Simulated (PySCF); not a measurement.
## Worked example: oscillator strength and radiative lifetime

H2O3S, SMILES O=S(O)O.

Geometry: B3LYP-D3(BJ)/def2-SVP. One conformer was computed; it need not be the lowest.

TDDFT-B3LYP/def2-SVPD in PySCF puts the first singlet state with f over 0.02 at 6.63 eV (vertical), with the transition dipole (0.000, 0.000, 0.508) in atomic units.

Problem. Find the oscillator strength, the wavelength and the radiative lifetime that this transition would have in vacuum if emission retraced absorption.

Solution. 
|μ|² = 0.2581 au, so |μ| = 1.29 D. ΔE = 6.63/27.211 = 0.2436 hartree. f = (2/3) ΔE |μ|² = 0.042 (the program prints 0.042).
λ = 1239.84/6.63 = 187 nm; ν = 53475 cm⁻¹.
Einstein's coefficient A = 0.6670 ν² f s⁻¹ (ν in cm⁻¹) = 8.0e7 s⁻¹, so τ = 1/A = 13 ns. This state is S1. The figure is the radiative limit of this one transition; relaxation, internal conversion, crossing to triplets and a medium change what is measured.
